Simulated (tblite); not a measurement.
H₂S, charge +1, doublet, at a GFN2-xTB geometry (a state made from the parent by changing its charge; the spin is typed, not shown lowest); GFN1-xTB with ALPB(water) (tblite).

The tblite input:
```
$ tblite run mol.xyz --method gfn1 --charge 1 --spin 1 --alpb water --json tblite.json --no-restart

# file mol.xyz
3

S     -0.00036152    -0.00213359     0.10390253
H     -0.03847239     1.00861520    -0.81100328
H      0.04425671    -0.97447779    -0.85143727
```

Q: Write the output that tblite gives for this input, abridged.

A: 
```
xTB calculator
 | screened Coulomb repulsion
 | Coulomb electrostatics
 |  * isotropic Klopman-Ohno-Mataga-Nishimoto electrostatics
 |  * onsite third-order electrostatics
 | DFT-D3(BJ) dispersion correction
 | Interactions (3)
 | [1] alpb/gbsa reaction field model
 | [2] cds contribution to solvation
 | [3] empirical free energy shift and standard state/solvent correction

halogen bonding energy    0.0000000000000E+00 Eh
repulsion energy          1.5469883375921E-02 Eh
dispersion energy        -2.9620856735387E-04 Eh
interaction energy        4.4753383478247E-04 Eh
number of electrons       7.0000000000000E+00 e
integral cutoff           1.9731147476801E+01 bohr

------------------------------------------------------------
  cycle        total energy    energy error   density error
------------------------------------------------------------
      1     -4.260499321276  -4.2761205E+00   1.3283727E-01
      2     -4.269631576037  -9.1322548E-03   1.9662693E-02
      3     -4.269716698737  -8.5122700E-05   1.2189173E-02
      4     -4.269717015379  -3.1664173E-07   2.0474964E-04
      5     -4.269717034078  -1.8699980E-08   3.0543832E-06
------------------------------------------------------------

electronic energy        -4.2853382427218E+00 Eh
total energy             -4.2697170340785E+00 Eh

Post processing:
 | Mayer-Wiberg bond orders

[Info] JSON dump of results written to 'tblite.json'
```
